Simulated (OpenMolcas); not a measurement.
# Nb⁺: Racah parameters, the spin-orbit constant, worked from levels

| Quantity | Value |
| --- | --- |
| Program | OpenMolcas 26.06 |
| Basis | ANO-R1 [6s4p3d1f] |
| Scalar Hamiltonian | X2C, finite nucleus |
| Active space | 4 electrons in 5 orbitals (4d) |
| State averaging | 2S+1 = 5 even, 5 roots; 2S+1 = 3 even, 45 roots; 2S+1 = 1 even, 50 roots (49 in the spin-orbit step) |
| Spin-orbit coupling | state interaction with AMFI integrals over the reference wave functions, term energies averaged over their components |

Methods: CASSCF; MS-CASPT2, IPEA 0.25 Eh, imaginary shift 0.1 Eh (closed shells correlated: 4s 4p). Measured levels: NIST Handbook of Basic Atomic Spectroscopic Data.

**Racah parameters.** Above 5D, d4 has 3G at 9B + 4C, 3H at 4B + 4C and 3D at 16B + 4C. The first two fix B and C, and the third tests them; where it misses by thousands of cm-1, two parameters do not describe the configuration (Trees and configuration-interaction terms are left out) and B and C hang on the terms chosen. Term energies are centres of gravity, weighted by 2J + 1.

| Source | 3G | 3H | B | C | C/B | 3D from B, C | 3D found |
| --- | --- | --- | --- | --- | --- | --- | --- |
| CASSCF | 16004 | 12569 | 687 | 2455 | 3.57 | 20812 | 20282 |
| MS-CASPT2 | 13920 | 11493 | 485 | 2388 | 4.92 | 17312 | 16705 |

Energies in cm-1. From CASSCF to MS-CASPT2, B changes by -29.4 % and C by -2.7 %.

**The spin-orbit constant.** For the Hund term 5D of d4, E(J) = (A/2) J(J+1) + constant and ζ = 2S·A = 4A. From J = 0 to J = 4 the energy changes by 10 A.

```csv
Source,E(4) - E(0),A,ζ
CASSCF,1192.8,119.3,477
MS-CASPT2,1220.8,122.1,488
measured,1224.8,122.5,490
```

All in cm-1. MS-CASPT2 is off by -0.3 % and CASSCF by -2.6 %. Both methods take the spin-orbit matrix elements from the reference wave functions, so the second can move ζ only through the term energies and any multistate remixing. Second-order mixing with other terms is absorbed into this ζ.

CASPT2 does not keep the components of a term degenerate, so their means are used; among the terms shown or strongly mixed into the levels shown the widest spread is 430 cm-1 (4d4 3H, MS-CASPT2). Some high roots are left out of the spin-orbit mixing, which shifts the levels that they would mix with. Configurations with an s electron lie low at this charge and mix in, so terms can be misplaced. Without dynamic correlation excited terms often stand tens of per cent too high (terms of higher spin than the ground term too low), and those without a measured partner can miss by more than the paired ones (holds for CASSCF). Measured partners are found by configuration, term and J. A level has none where our copy of the source lacks it or the pairing is in doubt (some pairs that miss far off the trend of their configuration count as doubtful), and it then counts in no deviation. Only configurations of the active space appear.
